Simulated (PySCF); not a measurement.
## Atomic charges by several schemes

C5H7NOSi2.
Cartesian coordinates in Å at the GFN2-xTB level; atoms count from 1:
```xyz
16
C5H7NOSi2 angstrom
C      3.6011   -0.9888   -1.0880
C      2.8177   -0.4537   -0.3500
Si     1.6208    0.3561    0.8030
C      0.1037   -0.7340    1.0855
C     -1.0312   -0.2143    0.5845
C     -2.3155   -0.8879    0.6824
N     -3.4289   -0.4851    0.2458
Si    -0.7663    1.4677   -0.2607
O      0.8424    1.5783    0.0227
H      4.2856   -1.4536   -1.7383
H      2.2379    0.9318    1.9910
H      0.1104   -1.6913    1.5905
H     -2.3257   -1.8515    1.1899
H     -3.3889    0.4190   -0.2256
H     -1.4030    2.5852    0.4281
H     -0.9680    1.4308   -1.7045
```

Density: PBE0/pcSseg-1 (PySCF); schemes: Mulliken, IAO, Hirshfeld and ESP-fitted. Geometry: GFN2-xTB, one conformer, isolated molecule.

**Question.** Do the Mulliken, IAO, Hirshfeld and ESP-fitted schemes agree on where the charge is highest?

**Answer.** All schemes agree: Mulliken Si3 (+1.056); IAO Si3 (+1.146); Hirshfeld Si3 (+0.441); ESP-fitted Si3 (+0.792).

**Question.** At which atom do the 4 schemes differ most?

**Answer.** At Si3: from +0.441 (Hirshfeld) to +1.146 e (IAO), 0.705 e apart.

**Question.** Do the Mulliken, IAO, Hirshfeld and ESP-fitted schemes agree on where the charge is lowest?

**Answer.** The schemes don't all agree: Mulliken O9 (-0.730); IAO O9 (-0.886); Hirshfeld O9 (-0.314); ESP-fitted N7 (-0.737).

**Question.** Give the atomic charges in each scheme.

**Answer.** In e:

```tsv
atom	environment	Mulliken	IAO	Hirshfeld	ESP-fitted
C1	terminal alkyne carbon	-0.178	-0.167	-0.070	-0.281
C2	alkyne carbon	-0.181	-0.348	-0.157	-0.228
Si3	oxygen-bound silicon	+1.056	+1.146	+0.441	+0.792
C4	alkene CH carbon	-0.342	-0.409	-0.119	-0.443
C5	fully substituted alkene carbon	-0.481	-0.292	-0.090	-0.153
C6	imine carbon	+0.148	+0.044	+0.039	+0.375
N7	imine nitrogen	-0.334	-0.415	-0.223	-0.737
Si8	oxygen-bound silicon	+0.860	+0.979	+0.399	+0.613
O9	siloxane oxygen	-0.730	-0.886	-0.314	-0.513
H10	alkyne hydrogen	+0.069	+0.207	+0.102	+0.294
H11	Si–H hydrogen	-0.079	-0.128	-0.065	-0.115
H12	vinylic hydrogen	+0.102	+0.159	+0.051	+0.188
H13	hydrogen on a C=N carbon	+0.103	+0.143	+0.048	+0.058
H14	N–H hydrogen	+0.156	+0.232	+0.101	+0.366
H15	Si–H hydrogen	-0.087	-0.133	-0.072	-0.114
H16	Si–H hydrogen	-0.082	-0.133	-0.071	-0.102
```

Mean size of the charges over all atoms: IAO 0.364 e, ESP-fitted 0.336 e, Mulliken 0.312 e, Hirshfeld 0.148 e. Each set sums to the total charge, 0, to within 0.001 e. The Mulliken scheme counts on each atom the diagonal of the density matrix times the overlap matrix over that atom's basis functions. The ESP scheme is a least-squares fit of atom-centred charges to the potential on four shells outside the van der Waals surface, with the total charge fixed.

**Question.** How closely do the schemes follow one another over all atoms?

**Answer.** Correlation coefficient and root-mean-square difference: IAO with Hirshfeld 0.99, 0.299 e; Mulliken with IAO 0.98, 0.103 e; Mulliken with Hirshfeld 0.97, 0.252 e; Hirshfeld with ESP-fitted 0.93, 0.234 e; IAO with ESP-fitted 0.91, 0.208 e; Mulliken with ESP-fitted 0.89, 0.198 e.

**Question.** Sum the charges by element, for elements with more than one atom.

**Answer.** 
```
element  atoms  Mulliken     IAO  Hirshfeld  ESP-fitted
      C      5    -1.035  -1.171     -0.398      -0.729
     Si      2    +1.917  +2.126     +0.840      +1.405
      H      7    +0.182  +0.347     +0.095      +0.575
```
